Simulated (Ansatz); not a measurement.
```yaml
crystal:
  periodic: [false, false, false]
  atoms:
    - {symbol: Cl, position_ang: [-1.722671, 0.647644, -0.945697]}
    - {symbol: In, position_ang: [0.230848, -0.097867, 0.112436]}
    - {symbol: H, position_ang: [0.456784, -1.780125, -0.047692]}
    - {symbol: H, position_ang: [1.090638, 1.170048, 0.860654]}
basis:
  gaussian: {orbitals: x2c-TZVPPall, nuclear_model: gaussian}
total_charge: 1
magnetization: {spin_polarized: true, initial_magnetization: 2}
hamiltonian: {xc: {name: r2SCAN0}, dispersion: d4}
scf: {lower_state_search: off}
output: {forces: true}
```

```sh
$ ansatz run in.yaml --threads 4 --pin off --events-out ev --progress --plain --max-ram 10444MiB
```

It prints (some lines left out):

```
Error: a molecule whose nuclei and cores have a total charge of 68 cannot have a net charge of 1 together with 2 unpaired electrons
```

In this input the number of unpaired electrons doesn't fit the electron count. The input was rejected before any iteration.
